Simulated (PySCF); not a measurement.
C4H6ClF, SMILES C=CC[C@H](F)Cl. Geometry optimised at B3LYP-D3(BJ)/def2-SVP. The structure was generated by enumeration; whether it is a known compound was not checked. One conformer was computed; it need not be the lowest.

Question: Give the equilibrium geometry at B3LYP-D3(BJ)/def2-SVP (PySCF confirms it by a frequency run) as a Z-matrix. (The exact figures need the calculation; the answer reports its results.)

Answer: This is not unique; one that fits is 
```
C
H 1 1.1003
H 1 1.1039 2 107.62
C 1 1.5035 2 111.06 3 121.32
C 4 1.3350 1 124.56 2 1.18
H 5 1.0933 4 121.49 1 -179.86
H 5 1.0952 6 116.95 4 -179.49
H 4 1.0958 5 119.75 6 0.67
C 1 1.5200 2 108.51 3 -115.34
F 9 1.3637 1 110.00 2 177.33
H 9 1.1001 10 108.28 1 -123.35
Cl 9 1.8043 11 106.23 10 116.83
```
